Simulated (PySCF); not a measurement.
Ca(Cl)2 cation (CaCl2), SMILES [Cl][Ca][Cl] (connectivity only; charge and spin as stated), charge +1, multiplicity 2. Atoms are numbered in the order given.

```xyz
3

Ca     0.0000     0.0000     1.3211
Cl     0.0000     1.3301    -0.7771
Cl     0.0000    -1.3301    -0.7771
```
Charge +1, spin multiplicity 2.

The structure is a stationary point at PBE0-D3(BJ)/def2-TZVP. The multiplicity is an assumed one; other spin states were not compared. The isomer is the one that the SMILES or the coordinates give; other isomers of the formula were not compared.

Calculation: PBE0-D3(BJ)/def2-TZVP run with PySCF 2.14.0.

Frequencies are harmonic and unscaled.

**Question.** Estimate the vibrational spectrum. (An estimate is asked for; the answer gives what the named calculation found.)

**Answer.** 
```tsv
mode	ν (cm⁻¹)	IR (km/mol)	moving atoms (share of kinetic energy)
1	205	11.2	Cl 87 %, Ca 13 %
2	263	3.2	Cl 66 %, Ca 34 %
3	380	81.4	Ca 51 %, Cl 49 %
```
